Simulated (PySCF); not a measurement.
**Yb⁶⁸⁺ (ytterbium, charge +68): Hartree-Fock from Schrödinger to Dirac-Coulomb-Breit**

Occupied: 1s1/2. Hartree-Fock calculated with PySCF 2.14 in an uncontracted even-tempered set (19 s from 17 bohr⁻², ratio 2.3; 15 p from 21 bohr⁻², ratio 2.3), Gaussian nucleus throughout. NR is non-relativistic, sf-X2C the spin-free one-electron X2C Hamiltonian, X2C adds the bare one-electron spin-orbit term, X2C-SNSO screens it by Boettger's factors, DC is four-component Dirac-Coulomb, and the Gaunt and Breit terms are added at first order (total energies over the DC spinors, levels after relaxing the spinors in that mean field). QED terms are absent. Levels marked empty are virtual spinors of this ion.

```tsv
Hamiltonian	E (hartree)	E − E(DC) (hartree)	CPU seconds
NR	-4856.0527	363.5894	0.58
sf-X2C	-5217.1733	2.4689	0.35
X2C	-5217.1733	2.4689	0.35
X2C-SNSO	-5217.1733	2.4689	0.35
DC	-5219.6421	0.0000	6.9
DC+Gaunt	-5214.7300	4.9121	11
DC+Breit	-5214.7300	4.9121	100
```

Q: Give the 2p spin-orbit interval with each Hamiltonian that has one.

A: X2C 1212; X2C-SNSO 1193; DC 1185; DC+Gaunt 1169; DC+Breit 1169 (eV).

```tsv
level (eV)	NR	sf-X2C	X2C	X2C-SNSO	DC	DC+Gaunt	DC+Breit
1s1/2	-65477.8	-70290.1	-70290.1	-70290.1	-70356.8	-70224.1	-70224.1
2s1/2 (empty)	-15915.3	-17387.1	-17387.1	-17387.1	-17394.6	-17379.5	-17381.3
2p1/2 (empty)	-15784.2	-16370.8	-17233.4	-17219.1	-17215.5	-17184.1	-17188.5
2p3/2 (empty)	-15784.2	-16370.8	-16020.9	-16025.7	-16030.7	-16015.4	-16019.9
3s1/2 (empty)	-7041.4	-7553.4	-7553.4	-7553.4	-7555.6	-7551.3	-7551.9
```

Weight of the small component: 1s1/2 0.0695, 2s1/2 0.0171, 2p1/2 0.0170, 2p3/2 0.0158, 3s1/2 0.00742.

Koopmans' value for the highest occupied level at DC+Breit: 70224.1 eV, against an ionisation energy of 70123.04 ± 0.14 eV (theoretical estimate listed by NIST; NIST Atomic Spectra Database, ionization energies); the former lacks relaxation, correlation, QED and recoil.

The whole ladder took 120 s of wall time on 1 thread of Neoverse-N1 (shared host), launched as `OMP_NUM_THREADS=1 python relrun2.py TASK.json OUT` (a driver that calls PySCF for each Hamiltonian).
